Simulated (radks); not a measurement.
Values are calculated unless marked as measured or tabulated.
All-electron atom: the lithium ion Li+ in [He].

Level of theory: scalar-relativistic Kohn-Sham, PBEsol, spin-polarised, spherical densities, point nucleus (a radial shooting solver on a logarithmic mesh with Libxc functionals).

Energy parts (eV):
part                    energy
total                 -195.846
kinetic                194.503
electron-nucleus      -435.825
Hartree                 88.853
exchange-correlation   -43.377

Orbitals (lengths in bohr, moments of r in powers of bohr):
orbital  occ.  eigenvalue (eV)     <r>
1s          2         -59.8445  0.5811

The highest occupied level is 1s at -59.844 eV. For comparison, the ionisation energy in NIST's Atomic Spectra Database is 75.640 eV (theoretical). In exact Kohn-Sham theory the highest level is minus the ionisation energy, but local and semilocal functionals leave it too shallow, through self-interaction and a potential that decays too fast; potentials with the right tail come closer.
